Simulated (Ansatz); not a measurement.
Born–Oppenheimer molecular dynamics of F3GeH (5 atoms, charge 0, multiplicity 1). It starts from a relaxed structure.

Computed with RKS revPBE-D4/def2-SVP in Ansatz 0.2.0.

| Property | Result |
| --- | --- |
| ensemble | NVE (velocity Verlet) |
| time step | 1 fs |
| steps asked | 250 |
| starting velocities drawn for | 500 K |
| seed | 967166 |

First frame:

```xyz
5
Properties=species:S:1:pos:R:3
Ge -0.029 0.050 -0.020
F 0.012 -0.021 1.718
F 1.624 -0.021 -0.560
H -0.752 1.303 -0.532
F -0.793 -1.417 -0.561
```

(1) How far do the bonds stretch over the last three quarters of this one trajectory? (Pairs bonded in most of those frames.)

Answers

(1) 
| bond | mean (Å) | spread (Å) | shortest | longest |
| --- | --- | --- | --- | --- |
| Ge1–F2 | 1.745 | 0.028 | 1.69 | 1.80 |
| Ge1–F3 | 1.743 | 0.022 | 1.71 | 1.78 |
| Ge1–H4 | 1.536 | 0.018 | 1.51 | 1.56 |
| Ge1–F5 | 1.749 | 0.051 | 1.67 | 1.83 |

Mean temperature of the second half: 256 K. The conserved energy stayed within 0.18 meV per atom of its start (net change 0.084 meV per atom), so the integration is sound. Over the second half the temperature averaged 0.51 of the 500 K drawn at the start: a run that starts near a minimum puts about half its kinetic energy into the potential. A run of 0.25 ps of so small a system gives no equilibrium averages.

Run time: 78 s on 2 threads of AMD EPYC 9R45 96-Core Processor (Zen 5), on a shared host, peak memory 0.16 GiB.
